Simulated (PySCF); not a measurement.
C4H7NSi. Atoms are numbered in the order given.

```xyz
13

N      2.8245     0.5239     0.2733
C      1.9970    -0.2915     0.4553
C      0.9846    -1.2740     0.6673
C     -0.2078    -1.2540     0.0119
C     -0.6517    -0.2175    -0.9572
Si    -1.8147     1.0597    -0.1236
H      1.2076    -2.0691     1.3963
H     -0.9258    -2.0566     0.2539
H      0.2068     0.3467    -1.3779
H     -1.2215    -0.6694    -1.7963
H     -2.2985     2.0381    -1.1581
H     -1.0692     1.7823     0.9606
H     -2.9970     0.3471     0.4747
```
Charge 0, spin multiplicity 1.

Geometry: PBE-D3(BJ)/def2-SVP. The structure was generated by enumeration; whether it is a known compound was not checked. One conformer was computed; it need not be the lowest.

Level of theory: PBE0/def2-TZVP in PySCF.

The molecule is in vacuum.

Estimate the frontier levels, gap, dipole moment and polarisability. (An estimate is asked for; the answer gives what the named calculation found.)


```
Property                                                                                                         Value
---------------------------------------------------------------------------------------------  -----------------------
highest occupied level                                                                                        -7.64 eV
lowest empty level                                                                                            -1.61 eV
orbital gap                                                                                                    6.03 eV
dipole moment                                                                                                   4.23 D
quadrupole, principal values (traceless, Buckingham form, about the centre of nuclear charge)  -13.48, 3.25, 10.23 D·Å
mean static polarisability                                                                       81.5 bohr³ (12.07 Å³)
polarisability, principal values                                                               61.0, 77.9, 105.5 bohr³
```
